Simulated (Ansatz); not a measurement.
Cartesian coordinates in Å:
```
B -0.553 1.159 -0.787
C 0.635 0.222 -0.520
C -0.562 -0.635 0.064
B 0.492 -0.814 1.168
H -0.841 1.982 0.032
H -1.135 1.089 -1.827
H 1.347 0.561 0.260
H 1.137 -0.322 -1.310
H -0.826 -1.429 -0.624
H -1.443 -0.020 0.337
H 0.499 -0.057 2.094
H 1.249 -1.735 1.113
```

Charge 0, multiplicity 1.

Question: List the ωB97M-V/def2-TZVPP orbital energies in eV (the Gaussian-basis code of Ansatz). (An estimate is asked.)

Answer: The calculation gave: Occupied: -282.11, -282.11, -187.74, -187.74, -25.82, -20.42, -18.16, -17.07, -14.65, -14.36, -13.54, -12.56, -11.81, -11.49, -10.77. Lowest empty: 1.34, 2.23, 2.67, 2.80, 2.92, 3.39, 3.76, 3.85.
